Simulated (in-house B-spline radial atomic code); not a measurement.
Configurations of Co6+, with energies counted from [Ar] (3d3/2)3. Computed with an all-electron radial atomic-structure program (B-spline basis): Dirac-Hartree-Fock, average of each configuration as written, Fermi nucleus of rms radius 3.7875 fm. Energies include first-order Breit, QED and recoil terms.

Occupations are held fixed; configurations that lie above the ionisation limit could autoionise.

```csv
configuration,E - E(ref) (eV),highest orbital,its <r> (bohr)
[Ar] (3d5/2)2 4s1,44.16,4s1/2,1.758
[Ar] (3d3/2)2 5s1,81.96,5s1/2,3.215
[Ar] (3d3/2)2 (5f5/2)1,99.376,5f5/2,4.287
[Ne] 3s2 (3p1/2)2 (3p3/2)3 (3d3/2)1 (3d5/2)2 4s1,106.28,4s1/2,1.759
[Ar] (3d3/2)1 (3d5/2)1 (7g9/2)1,113.89,7g9/2,9.053
[Ne] 3s2 (3p1/2)1 (3p3/2)4 (3d3/2)3 (6f7/2)1,175.4,6f7/2,6.634
[Ne] 3s2 (3p1/2)2 (3p3/2)3 (3d3/2)1 (3d5/2)2 (7g9/2)1,176.03,7g9/2,9.051
```

(1) Order these further configurations by energy, lowest first.
A. [Ar] (3d5/2)2 (6g7/2)1
B. [Ne] 3s2 (3p1/2)1 (3p3/2)4 (3d5/2)3 (7f7/2)1
C. [Ne] 3s2 (3p1/2)1 (3p3/2)4 (3d3/2)3 (5p3/2)1
D. [Ar] (3d3/2)2 (7d5/2)1
E. [Ne] 3s2 (3p1/2)1 (3p3/2)4 (3d3/2)1 (3d5/2)2 (4p3/2)1

(2) How far above the reference does [Ar] (3d5/2)3 lie?

(3) How far above the reference does [Ar] (3d5/2)2 (6p3/2)1 lie?

## Answers

(1) A (109.03 eV), D (111.14 eV), E (118.88 eV), C (154.16 eV), B (174.57 eV).

(2) 1.1528 eV; its least bound orbital is 3d5/2 with <r> = 0.786 bohr.

(3) 101.75 eV; its least bound orbital is 6p3/2 with <r> = 5.428 bohr.
